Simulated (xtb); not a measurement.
H2O4P, SMILES [O]P(=O)(O)O (connectivity only; charge and spin as stated), charge -1, multiplicity 1. All values are semi-empirical tight-binding results from xtb (GFN2-xTB unless named), good for trends rather than for accurate numbers. Geometry optimised at GFN2-xTB. The multiplicity is an assumed one; other spin states were not compared. The isomer is the one that the SMILES or the coordinates give; other isomers of the formula were not compared. The values are those of a single conformer.

Computed properties:
```yaml
point_group_as_xtb_finds_it: C2
orbital_gap: 10.21 eV
zero_point_energy: 22.0 kcal/mol
G − E(el) at 298.15 K (modified RRHO): 4.4 kcal/mol
static polarisability (D4 model): 50.2 bohr³
solvation energy, GFN2-xTB/ALPB(water): -71.0 kcal/mol
solvation energy, GFN2-xTB/ALPB(dmf): -66.1 kcal/mol
```
